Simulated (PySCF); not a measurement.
**IrF₂⁺, triplet: molecular constants**

Computed with PySCF, UB3LYP, basis Ir def2-TZVP with ECP60, F def2-TZVP (scalar-relativistic core potentials, no spin–orbit coupling, density fitting).

The structure is a minimum.

Coordinates in bohr (charge 1 multiplicity 3):
```
Ir    0.0000    0.0000   -0.1251
F     3.2569    0.0000    0.6350
F    -3.2569    0.0000    0.6350
```

- Point group: C2v
- Bond lengths: Ir–F 1.770 Å (×2)
- Bond angles: F–Ir–F 153.7°
- Principal quadrupole moments (Buckingham, traceless) about the centre of mass: -0.32, -0.16, 0.48 D Å
- Principal polarisabilities: 17.9, 20.1, 38.8 bohr³
- Enthalpy at 298.15 K above 0 K: 12.18 kJ/mol
- Heat capacity Cp at 298.15 K: 46.9 J/(mol K)
- Lowest empty level (α): -13.50 eV
- Highest occupied level (β): -16.11 eV
- Spin squared ⟨S²⟩: 2.004
- Entropy at 298.15 K and 1 bar (electronic part: spin only): 289.9 J/(mol K)
- Zero-point energy: 10.2 kJ/mol
- Rotational constants: 3.283, 0.1494, 0.1429 cm⁻¹
- Rotational symmetry number: 2
- Dipole moment about the centre of mass: 0.76 D

Harmonic modes (masses in u: Ir 192.963, F 18.998):
| symmetry | ω (cm⁻¹) | IR (km/mol) |
| --- | --- | --- |
| a1 | 117 | 5.1 |
| a1 | 775 | 5.6 |
| b2 | 808 | 135 |

In C2v the vibrations span 2a1 + b2. Here b1 is antisymmetric to the molecular plane and b2 lies in it.

Charges (e):
| atom | Mulliken | Löwdin | polar tensor | spin (Mulliken) | Mayer order to Ir1 |
| --- | --- | --- | --- | --- | --- |
| Ir1 | 1.31 | 1.10 | 1.82 | 1.73 | – |
| F2,3 | -0.16 | -0.05 | -0.41 | 0.14 | 1.26 |

Mulliken populations on Ir1 (electrons outside its core potential): s 2.58, p 6.18, d 6.86, f 0.06.

Outer orbital energies (eV). α occupied: -21.98, -20.78, -20.59, -20.35, -17.18, -17.12, -16.59, -16.16; empty: -13.50, -7.65, -6.10, -5.50. β occupied: -23.22, -21.76, -21.01, -20.28, -20.28, -19.84, -16.14, -16.11; empty: -13.11, -12.97, -12.77, -7.06.

Formally Ir is in oxidation state +3, d6, with 2 unpaired electrons (the high-spin count would be 4). The Mulliken spin on Ir is 1.73. The polar-tensor charge on Ir, 1.82, is below the formal one.

This need not be the most stable arrangement of these atoms. With open d or f shells other occupations or spin states may lie lower. With an element this heavy the missing spin–orbit coupling can shift these numbers.

The final relaxation and frequency run took 28 s on 4 threads of a shared Arm Neoverse V1 host, with 102 basis functions and 9 gradients; the process peaked at 1 GiB.
